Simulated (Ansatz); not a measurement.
H$_{2}$N (SMILES [NH2]), doublet, geometry from GFN2-xTB. Base run: PBE0/aug-cc-pVDZ in Ansatz (a quantum-chemistry and plane-wave program).

Here is a job for Ansatz.
Ansatz 0.2 input:
```yaml
crystal:
  periodic: [false, false, false]
  atoms:
    - {symbol: N, position_ang: [0.00669643, 0.12471327, 0.03430287]}
    - {symbol: H, position_ang: [-0.85214990, -0.39082144, -0.12434158]}
    - {symbol: H, position_ang: [0.80527491, -0.48217148, -0.11577850]}
basis:
  gaussian:
    orbitals: aug-cc-pVDZ
hamiltonian:
  xc: pbe0
magnetization: {spin_polarized: true, initial_magnetization: 1}
```

Each row names what was changed in the base input (with any setting that the change needs).

| change | ΔE vs base (kcal/mol) |
|---|---|
| base | 0.000 |
| fitting.mean_field = cc-pVTZ-JKFIT | -0.018 |
| nuclear_model = gaussian | 0.004 |
| fitting.mean_field = def2-universal-JKFIT | -0.014 |
| lower_state_search = full | 0.000 |
| final_grid = 14, 28, 59 | 0.000 |
| lower_state_search = off | 0.000 |
| final_grid = 4, 8, 17 | 0.004 |
| final_grid = 6, 12, 29 | -0.002 |
| forces = on | 0.000 |
| final_grid = 10, 20, 41 | 0.000 |
